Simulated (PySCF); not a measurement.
Worked example: entropy of an ideal gas

SiHBr₃, SMILES [SiH](Br)(Br)Br.

Coordinates come from a PBE-D3(BJ)/def2-SVP optimisation.

PBE-D3(BJ)/def2-SVP (PySCF) gives the harmonic wavenumbers 101, 101, 160, 351, 468, 468, 739, 739, 2216 cm⁻¹ and the rotational temperatures 0.0442, 0.0442, 0.0228 K. The molar mass is 268.81 g/mol, the symmetry number 3, the spin multiplicity 1.

Question: Work out the entropy at 298.15 K and 1 atm in the rigid-rotor, harmonic-oscillator model.

Answer: 
Translation (Sackur–Tetrode at 1 atm): S = R[1.5 ln M + 2.5 ln T − 1.16487] = 178.5 J/(mol K).
Rotation: q = (√π/σ) T^1.5/√(θA θB θC) = 456000, S = R[ln q + 3/2] = 120.8 J/(mol K).
Vibration: with u = 1.4388 ν/T, each mode gives R[u/(e^u − 1) − ln(1 − e^−u)]:
```tsv
ν (cm⁻¹)	modes	u	S (J/(mol K))
101	2	0.49	28.74
160	1	0.77	10.67
351	1	1.69	4.86
468	2	2.26	6.22
739	2	3.57	2.20
```
The stiffer modes add less than 0.005 each. Sum 52.7 J/(mol K).
Spin: R ln 1 = 0.0 J/(mol K).
Total 352.0 J/(mol K); the program's own thermochemistry gives 352.0. Translation makes up 51 % and vibration 15 %. Anharmonicity, hindered rotation and orbital degeneracy are left out.
